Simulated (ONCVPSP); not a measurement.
## Which change was made? (Gd, ONCV)

```
Element                 : gadolinium (Gd)
Generator               : ONCVPSP 4.0.1
Type                    : optimised norm-conserving Vanderbilt (ONCV)
Functional              : PBEsol
Relativity              : fully relativistic
Frozen core             : [Kr] 4d10
Valence charge          : 18
Reference configuration : 4f7 5s2 5p6 5d1 6s2
Partial waves           : 5s+6s: rc 2.50 bohr, ncon 3, nbas 6, qcut 6.2 1/bohr, 2 projectors; 5p: rc 2.05 bohr, ncon 4, nbas 7, qcut 6.6 1/bohr, 2 projectors, debl 0.3 Ha; 5d: rc 3.35 bohr, ncon 5, nbas 9, qcut 4.2 1/bohr, 2 projectors, debl 0.9 Ha; 4f: rc 1.05 bohr, ncon 4, nbas 9, qcut 15.9 1/bohr, 3 projectors, debl 2.6 Ha
Local potential         : polynomial inside 0.70 bohr (lpopt 5, dvloc0 2 Ha)
Core correction         : Teter function fitted to the true core (icmod 2), fcfact 0.45
```

Open shells are filled in proportion to 2j + 1.

In the p channel the program set the typed energies aside and used -0.955, 0.250 Ha (j = l + 1/2; the other j can differ).

Cutoffs, loose and tight: the cutoffs (Ha) at which the residual kinetic energy of the hardest occupied pseudo-wave falls to 1 and 0.1 mHa per electron. They do not see the model core or the augmentation charge, which bear on the density cutoff. Test errors are all-electron minus pseudo excitation energies from the reference, over the configurations 4f7 5s2 5p6 5d1 6s1; 4f7 5s2 5p6 5d1 6s0; 4f7 5s2 5p6 5d0 6s0; 4f7 5s2 5p6 5d2 6s0; variants that change the core or the reference have their own tests. The largest error is taken over the tests solved by every variant that gives reliable tests at all, those not shown here included: 4f7 5s2 5p6 5d1 6s0; 4f7 5s2 5p6 5d1 6s1; 4f7 5s2 5p6 5d2 6s0.

The base gives: outcome: generated, projector energies reset by the program; cutoff, loose: 110 Ha; cutoff, tight: 120 Ha; bound ghosts: s, p3/2, d5/2, p1/2, d3/2; GHOST(+) flags above zero: s; largest test error (meV): -2.4.

**Question.** After one change the result is: outcome: generated, projector energies reset by the program; cutoff, loose: 90 Ha; cutoff, tight: 101 Ha; bound ghosts: s, p3/2; GHOST(+) flags above zero: d5/2, p1/2, d3/2; largest test error (meV): +25. Which change was it?
A. all radii but the core radius scaled by about 1.11 (s 2.78, p 2.28, d 3.72, f 1.16 bohr); local potential polynomial inside 0.78 bohr (lpopt 5, dvloc0 2 Ha)
B. all radii but the core radius scaled by about 1.28 (s 3.20, p 2.62, d 4.28, f 1.34 bohr); local potential polynomial inside 0.90 bohr (lpopt 5, dvloc0 2 Ha)
C. all radii but the core radius scaled by about 0.82 (s 2.04, p 1.68, d 2.74, f 0.86 bohr); local potential polynomial inside 0.58 bohr (lpopt 5, dvloc0 2 Ha)

**Answer.** B. The others give: all radii but the core radius scaled by about 1.11 (s 2.78, p 2.28, d 3.72, f 1.16 bohr); local potential polynomial inside 0.78 bohr (lpopt 5, dvloc0 2 Ha) → outcome: generated, projector energies reset by the program; cutoff, loose: 101 Ha; cutoff, tight: 111 Ha; bound ghosts: s, p3/2, p1/2; GHOST(+) flags above zero: d5/2, d3/2; largest test error (meV): +7.0 | all radii but the core radius scaled by about 0.82 (s 2.04, p 1.68, d 2.74, f 0.86 bohr); local potential polynomial inside 0.58 bohr (lpopt 5, dvloc0 2 Ha) → outcome: generated, projector energies reset by the program; cutoff, loose: 196 Ha; cutoff, tight: 463 Ha; bound ghosts: s, p3/2, f7/2, p1/2, f5/2; GHOST(+) flags above zero: s, d5/2, f7/2, d3/2, f5/2; largest test error (meV): -5.2.
